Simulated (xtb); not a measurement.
chloroform (CHCl3), singlet, at a GFN2-xTB geometry, atoms displaced at random by about 0.05 Å a coordinate. Base run: GFN2-xTB (xtb 6.7.1).

Input for xtb:
```
$ xtb mol.xyz --gfn 2 --opt --json

# file mol.xyz
5

C     -0.02751452    -0.09487065     0.53777109
H     -0.03798145     0.05028020     1.49265485
Cl    -0.00040454     1.64047648    -0.12698903
Cl     1.37971583    -0.78388270    -0.07056252
Cl    -1.44431534    -0.82172838    -0.18172466
```

Variants of this job, named by their change:

```
change               ΔE vs base (kcal/mol)  optimiser steps
-------------------  ---------------------  ---------------
base                                 0.000                9
alpb = hexane                   (withheld)                8
opt level = tight                    0.000               10
opt level = lax                      0.003                7
engine = inertial                    0.003                -
opt level = vtight                   0.000               12
opt level = loose                    0.003                7
engine = lbfgs                       0.000                -
opt level = sloppy                   0.003                7
opt level = extreme                  0.000               12
```

**Question.** What belongs in the gaps?

**Answer.** 
- alpb = hexane, ΔE vs base (kcal/mol): -3.62
